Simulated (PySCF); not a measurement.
# CoH₃: breathing scan

All numbers come from PySCF, UBP86, basis Co def2-TZVP, H def2-TZVP (no relativity, density fitting).

Rigid scan from the triplet minimum (Co–H 1.539 Å, Co–H 1.667 Å (×2), H–H 0.844 Å; Co–H–H 75.3° (×2), H–Co–H 29.3°, H–Co–H 165.3° (×2)). Coordinate: all bonds to the central atom scaled together. Energies in kJ/mol from the minimum.

```json
{"scale of all bonds to the centre": "0.88", "E (kJ/mol)": "72.7", "dipole size (D)": "2.31", "⟨S²⟩": "2.01"}
{"scale of all bonds to the centre": "0.92", "E (kJ/mol)": "29.0", "dipole size (D)": "2.46", "⟨S²⟩": "2.01"}
{"scale of all bonds to the centre": "0.96", "E (kJ/mol)": "6.5", "dipole size (D)": "2.60", "⟨S²⟩": "2.01"}
{"scale of all bonds to the centre": "1.00", "E (kJ/mol)": "0.0", "dipole size (D)": "2.73", "⟨S²⟩": "2.01"}
{"scale of all bonds to the centre": "1.04", "E (kJ/mol)": "5.4", "dipole size (D)": "2.84", "⟨S²⟩": "2.02"}
{"scale of all bonds to the centre": "1.08", "E (kJ/mol)": "19.7", "dipole size (D)": "2.94", "⟨S²⟩": "2.02"}
{"scale of all bonds to the centre": "1.14", "E (kJ/mol)": "52.8", "dipole size (D)": "3.07", "⟨S²⟩": "2.02"}
{"scale of all bonds to the centre": "1.22", "E (kJ/mol)": "110.4", "dipole size (D)": "3.20", "⟨S²⟩": "2.03"}
{"scale of all bonds to the centre": "1.35", "E (kJ/mol)": "217.6", "dipole size (D)": "3.31", "⟨S²⟩": "2.05"}
```

Open d and f shells are described by one determinant, and the ground state may have another occupation or spin.

Other isomers or separated fragments may lie lower.

The scan took 14 s on 2 threads of a shared Arm Neoverse V1 host; the process peaked at 0.76 GiB. Launch command: `OMP_NUM_THREADS=2 python axn.py task.json out`.
